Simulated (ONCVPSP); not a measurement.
# Before and after: ONCV potential for cadmium

ONCVPSP 4.0.1 input, shortened (lines: element, Z, core and valence counts, functional; n l f; lmax; l rc ep ncon nbas qcut; lloc lpopt rc5 dvloc0; l nproj debl; icmod fcfact rcfact), PBE, scalar-relativistic:

```
  Cd 48.00    7    3        4      upf
    1    0    2.00
    2    0    2.00
    2    1    6.00
    3    0    2.00
    3    1    6.00
    3    2   10.00
    4    0    2.00
    4    1    6.00
    4    2   10.00
    5    0    1.50
    3
    0    1.90    0.00    4    7    3.60
    1    1.50    0.00    4    7    8.50
    2    1.85    0.00    3    7    6.80
    3    1.60    0.06    4    7    7.20
    4    5    1.50    2.00
    0    3    1.20
    1    2    0.80
    2    2    2.20
    3    3    3.40
    0    0.00    0.00
```

In the p channel the program set the typed energies aside and used -2.617, 0.250 Ha.

Change: d: rc 1.7.

Cutoffs: the cutoffs (Ha) at which the residual kinetic energy of the hardest occupied pseudo-wave falls to 1 and 0.1 mHa per electron; they do not see the model core or the augmentation charge, which bear on the density cutoff. Errors are all-electron minus pseudo energies relative to the spin-unpolarised reference configuration.

Problem. What does the change do?

Solution. The potential gets harder (21 Ha and 30 Ha → 22 Ha and 62 Ha); both files keep a bound ghost (s); the errors of the 3 common tests hardly move. A smaller radius makes the pseudo-wave follow the all-electron one further in, where it bends more sharply, so more plane waves are needed.

| quantity | base | changed |
| --- | --- | --- |
| cutoff, loose | 21 Ha | 22 Ha |
| cutoff, tight | 30 Ha | 62 Ha |
| loose cutoff by channel | s 5.2 Ha, p 21 Ha, d 20 Ha | s 5.2 Ha, p 21 Ha, d 22 Ha |
| bound ghosts | s | s |
| GHOST(+) flags under 300 eV | none | none |
| tests with a reliable result | 3 of 4 | 3 of 4 |
| error for 4p6 4d10 5s2, meV [ΔE -3.71 eV] | +0.1 | +0.1 |
| error for 4p6 4d10 5s1, meV [ΔE 5.56 eV] | -1.9 | -2.0 |
| error for 4p6 4d10 5s0, meV [ΔE 22.69 eV] | -16 | -16 |
| s: phases at 1.93 bohr within 0.05 rad from the reference energy up to (Ha; the scan ends near 5) | to the end of the scan | to the end of the scan |
| p: phases at 1.52 bohr within 0.05 rad from the reference energy up to (Ha; the scan ends near 5) | to the end of the scan | to the end of the scan |
| f: phases at 1.63 bohr within 0.05 rad from the reference energy up to (Ha; the scan ends near 5) | to the end of the scan | to the end of the scan |

Base: The cutoffs count occupied waves only; projector 3 of the f channel, the hardest unoccupied one, needs 114 Ha at the loose tolerance. Changed file: The cutoffs count occupied waves only; projector 3 of the f channel, the hardest unoccupied one, needs 114 Ha at the loose tolerance. A true bound ghost makes a file unfit for plane-wave use even where its test errors are small: the radial tests pick states by their node count and pass the ghost by.
